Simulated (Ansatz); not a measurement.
C2H6GaN, SMILES `C=C[NH][GaH2]`. Charge 0, multiplicity 1.

Cartesian coordinates in Å:
```
C -1.702 0.948 -0.444
C -0.763 0.020 -0.251
N 0.522 0.230 0.203
Ga 1.819 -1.038 0.472
H -1.517 1.999 -0.249
H -2.681 0.668 -0.806
H -0.991 -1.023 -0.460
H 0.724 1.201 0.395
H 3.185 -0.501 0.994
H 1.403 -2.503 0.146
```

Q: List the harmonic frequencies (cm⁻¹, unscaled) at PBE0-D4/def2-TZVP in Ansatz. (Best estimate.)

A: The calculation gave: 114, 180, 287, 380, 492, 591, 632, 709, 719, 737, 829, 1003, 1015, 1231, 1333, 1348, 1462, 1702, 2012, 2020, 3157, 3164, 3264, 3592.

Q: Is this a minimum?

A: Yes, all 24 modes are real.

Q: Give the ideal-gas thermochemistry at 298.15 K and 1 bar (rigid rotor, harmonic oscillator; point group Cs, symmetry number 1).

A: Zero-point energy 191.2 kJ/mol; H(298) − E = 209.3 kJ/mol; entropy 320.1 J/(mol·K), of which translation 167.9, rotation 106.5, vibration 45.7; G(298) − E = 113.9 kJ/mol.

Q: And at 400, 500, 600, 800 and 1000 K?

A: 
```tsv
T (K)	H − E (kJ/mol)	S (J/mol/K)	G − E (kJ/mol)
400	220.0	350.7	79.7
500	232.3	378.1	43.2
600	246.0	403.2	4.1
800	277.0	447.6	-81.1
1000	311.4	486.0	-174.5
```

Q: Rotational constants (cm⁻¹)?

A: 1.176, 0.06136, 0.05832.
